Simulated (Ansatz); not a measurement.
System: sum formula H6Si3O2Cl2, charge 0, multiplicity 1. SMILES: [SiH3]O[Si](Cl)(Cl)O[SiH3]
Geometry from a B3LYP-D3(BJ)/def2-TZVP (Ansatz, a program for electronic structure) optimisation:
```
Si
O 1 1.6027
O 1 1.6027 2 109.43
Si 2 1.6499 1 147.10 3 179.21
Si 3 1.6499 1 147.03 2 179.04
H 5 1.4759 3 107.33 1 179.63
H 4 1.4759 2 107.33 1 178.19
H 5 1.4780 6 110.33 3 -119.15
H 4 1.4781 7 110.33 2 -119.14
H 5 1.4781 6 110.33 8 -121.68
H 4 1.4781 7 110.34 9 -121.68
Cl 1 2.0474 2 109.82 4 -60.18
Cl 1 2.0474 2 109.82 4 58.60
```

Property: atomisation energy (electronic, to ground-state atoms), in kJ/mol. Cores are frozen in the correlated levels unless marked. Open shells are spin-unrestricted. Spin-orbit coupling is left out. No relativistic terms. The coupled-cluster limit lacks core correlation, which all-electron functionals hold. CBS marks a two-point X^-3 extrapolation of the correlation energy; Hartree-Fock from the larger set.

```tsv
level	program	atomisation energy (kJ/mol)
PBE-D3(BJ)/def2-TZVPD	Ansatz + dftd3	4616.6
PBE0/def2-SVP	Ansatz	?
wB97X-V/def2-TZVPD	Ansatz	4683.7
B2GP-PLYP-D4/def2-TZVPD	Ansatz + dftd4	4598.3
B2GP-PLYP/def2-TZVPD	Ansatz	4578.4
CCSD/aug-cc-pV(D+d)Z	Ansatz	4224.6
CCSD/cc-pV(T+d)Z	Ansatz	4463.0
CCSD(T) with core electrons (1s frozen past Ne)/cc-pwCVTZ	Ansatz	4545.1
CCSD(T)/CBS(cc-pV(T+d)Z,cc-pV(Q+d)Z)	Ansatz	?
```

Complete the blanks.


- PBE0/def2-SVP, atomisation energy (kJ/mol): 4467.8
- CCSD(T)/CBS(cc-pV(T+d)Z,cc-pV(Q+d)Z), atomisation energy (kJ/mol): 4695.2
